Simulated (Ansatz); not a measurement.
Gas-phase electronic energies from Ansatz, PBE0-D4/def2-TZVP geometries. CBS: MP2 limit from def2 TZ/QZ plus the TZ coupled-cluster correction, frozen cores. This one scheme is used for every species. Functionals use def2-TZVPP. HSE06 is defined as in plane-wave codes. One conformer a species, not always the lowest.

`[SiH3]O[SiH2]CCl` + H₂S → `S[SiH2]CCl` + `O[SiH3]`  (ligand exchange at the Si–O bond)

| level | ΔE (kJ/mol) | difference from CCSD(T)/CBS |
| --- | --- | --- |
| PBE-D4 | 38.8 | -15.6 |
| r2SCAN-D4 | 50.0 | -4.4 |
| HSE06-D4 | 43.8 | -10.6 |
| ωB97M-V | 54.7 | 0.3 |
| PBE0 | 40.4 | -14.0 |
| HF/def2-SVP | 68.2 | 13.8 |
| CCSD(T)/def2-SVP | 60.3 | 5.9 |
| MP2/def2-TZVPP | 53.1 | -1.3 |
| SCS-MP2/def2-TZVPP | 58.1 | 3.7 |
| CCSD/CBS(def2) | 57.3 | 2.9 |
| CCSD(T)/CBS | 54.4 | 0 |

Largest T1 diagnostic among the species: 0.011.

From PBE to PBE0 (25 % exact exchange), in def2-TZVPP and without D4, ΔE moves by +5.7 kJ/mol. Leaving LDA and LC-ωPBE aside and taking each functional with its dispersion term where it has one, the values, not all of them listed here, spread over 27.4 kJ/mol, from PBE-D4 to BHLYP-D4. LDA lies +7.7 kJ/mol from PBE without D4. At CCSD(T), def2-SVP lies +5.9 kJ/mol from the extrapolated value and def2-TZVPP +2.0 kJ/mol.

CCSD(T)/CBS has its own doubt, a few kJ/mol and more with outer-core shells, so smaller differences from it don't rank the levels.
